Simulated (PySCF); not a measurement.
SMILES F[SH+]F (charge +1) at its PBE0/def2-SVP optimised geometry (Å):

```
4

F     -1.0208    -0.8967    -1.4971
S     -0.6959    -0.6853     0.0000
F      0.8506    -0.6853     0.0000
H     -0.8506     0.6853     0.0000
```

Computed with PBE0/def2-TZVP (PySCF).

Map of the Laplacian of the electron density (e/bohr⁵) on the plane z = 1.2 Å:

```
|000000000000000000000000000|
|000000000000000000000000000|
|000000000000000000000000000|
|000000000000000000000000000|
|000000000000000000000000000|
|000000000000000000000000000|
|000000000000000000000000000|
|000000000000000000000000000|
|000000000000000000000000000|
|000000001111000000000000000|
|000000011221110000000000000|
|000000122332211000000000000|
|000001123444321111100000000|
|000001235666433333210000000|
|000001357887655565421000000|
|000012368999766788642000000|
|000012468999877899742100000|
|000012468999876788642000000|
|000012357888655565421000000|
|000001245666543333210000000|
|000001123444322111100000000|
|000000112222111000000000000|
|000000001111000000000000000|
|000000000000000000000000000|
|000000000000000000000000000|
|000000000000000000000000000|
|000000000000000000000000000|
```
Scale: ten equal steps from 0.000 (start of '0') to 0.067 (end of '9'), in the order '0123456789'; x runs from -3.00 to 3.00, y from -3.00 (bottom) to 3.00 (top).
